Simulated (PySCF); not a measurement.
**Relaxation of singlet IO₂I**

Computed with PBE0/[I def2-SVP with ECP28, O def2-SVP], scalar-relativistic core potentials, density fitting, no spin–orbit coupling, PySCF. A (50,194) grid was used.

A hand-made trigonal pyramidal start, of Cs symmetry, held to at least that symmetry:

Coordinates in bohr (charge 0 multiplicity 1):
```
I    -1.7970    0.0000   -1.2326
O    -3.3487    2.6878    0.4175
O    -3.3487   -2.6878    0.4175
I     2.6412    0.0000    1.1273
```

Optimiser trace:
```tsv
step	E − E(last) (kJ/mol)	largest gradient (Eh/bohr)
0	35.35	0.05958
1	3.15	0.01124
2	0.87	0.00529
3	0.09	0.00120
4	0.00	0.00021
5	0.00	0.00009
```

It ends at Cs with I–I 2.810 Å, I–O 1.804 Å (×2); I–I–O 103.5° (×2), O–I–O 110.8° (after a last refinement on a finer grid). A frequency run shows a minimum. Other isomers or separated fragments may lie lower.

Final geometry:
```xyz
4
charge 0 multiplicity 1, angstrom
I    -1.0586    0.0000   -0.5810
O    -1.8221    1.4847    0.1029
O    -1.8221   -1.4847    0.1029
I     1.5127    0.0000    0.5536
```

The relaxation took about 80 core-seconds on a shared host.
